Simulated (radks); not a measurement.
Values are calculated unless marked as measured or tabulated.
Problem. Species: V3.75+. Configuration: [Ar] 3d(up 1.25, down 0) (fractional occupations, a model configuration). Level of theory: scalar-relativistic Kohn-Sham, LDA (Slater exchange, Perdew-Wang correlation), spin-polarised, spherical densities, finite nucleus; Fermi nuclear charge, rms radius 3.6002 fm (a radial shooting solver on a logarithmic mesh with Libxc functionals). Some entries of the table are withheld. Estimate them.

orbital  occ.  eigenvalue (eV)  <r^2> (bohr^2)
1s down     1        -5401.309        0.005959
1s up       1        -5401.308        0.005959
2s up       1        -652.6462          0.1130
2s down     1        -652.0152          0.1128
2p up       3              (1)             (2)
2p down     3              (3)             (4)
3s up       1        -118.5201          0.9878
3s down     1        -117.0342          0.9909
3p up       3         -92.0641           1.109
3p down     3         -90.6128           1.115
3d up    1.25         -51.3143           1.465
3d down     0         -49.9142           1.491

Solution. 
(1) 2p up eigenvalue (eV): -554.2332
(2) 2p up <r^2> (bohr^2): 0.09293
(3) 2p down eigenvalue (eV): -553.7411
(4) 2p down <r^2> (bohr^2): 0.09275
